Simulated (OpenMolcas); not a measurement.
# As: from RASSCF to RASPT2

| Item | Value |
| --- | --- |
| Program | OpenMolcas 26.06 |
| Basis | ANO-RCC [9s8p6d4f2g] |
| Scalar Hamiltonian | DKH2, point nucleus |
| Active space | 5 electrons in 9 orbitals (RAS2 4s 4p; RAS3 4d, at most 2 electrons) |
| State averaging | 2S+1 = 4 odd, 1 root; 2S+1 = 2 odd, 8 roots; 2S+1 = 4 even, 3 roots; 2S+1 = 2 even, 5 roots kept (CI in the orbitals of an earlier block, 0 in the spin-orbit step) |
| Spin-orbit coupling | state interaction with AMFI integrals over the reference wave functions, term energies averaged over their components |

Methods on the same reference wave functions:
A. RASSCF
B. SS-RASPT2, IPEA 0.25 Eh, imaginary shift 0.1 Eh (closed shells correlated: 3d)

Energies in cm⁻¹ above 4s² 4p³ ⁴S°_3/2, the measured ground level; measured values from NIST Handbook of Basic Atomic Spectroscopic Data.

```json
{"Level": "4s² 4p³ ⁴S°_3/2", "A": "0.0", "B": "0.0", "Measured": "0.0"}
{"Level": "4s² 4p³ ²D°_3/2", "A": "13895", "B": "10821", "Measured": "10593"}
{"Level": "4s² 4p³ ²D°_5/2", "A": "14113", "B": "11044", "Measured": "10915"}
{"Level": "4s² 4p³ ²P°_1/2", "A": "22014", "B": "18712", "Measured": "18186"}
{"Level": "4s² 4p³ ²P°_3/2", "A": "22272", "B": "18988", "Measured": "18648"}
{"Level": "4s 4p⁴ ⁴P_5/2", "A": "64877", "B": "64972", "Measured": ""}
```

Deviations, from unrounded energies. A percentage is the sum of absolute deviations over the sum of measured energies, with the sign that they share, or ± where signs differ.

```tsv
Against measurement	Levels	A	B
mean absolute deviation (cm-1)	4	3500	310
other terms of the ground configuration (%)	4	+23.9	+2.1
```

B lies closest to measurement on these levels. The largest miss of B in the table is 4s² 4p³ ²P°_1/2, by +530 cm-1. The ranking rests on the paired levels alone, and a cruder setting can come out closer through cancelling errors.

From A to B the spin-free energies of the other terms of 4s² 4p³ shown, above ⁴S°, scale by factors of 0.78 to 0.85.

The lowest spin-free term lies below A's lowest term by 0.283 hartree in B.

Some high roots are left out of the spin-orbit mixing, which shifts the levels that they would mix with. Active for correlation alone: 4d; no level in the range computed is led by a configuration that fills it, so any true level of that kind is missing. Without dynamic correlation excited terms often stand tens of per cent too high (terms of higher spin than the ground term too low), and those without a measured partner can miss by more than the paired ones (holds for A). Computed and measured levels are paired by configuration, term and J; levels that our copy of the source lacks, or whose pairing is in doubt (as where it misses far off the trend of its configuration), stay unpaired and out of the deviations. Only configurations of the active space appear. The table leaves out levels that lie high or whose names do not pair safely across all columns.

° marks odd parity.
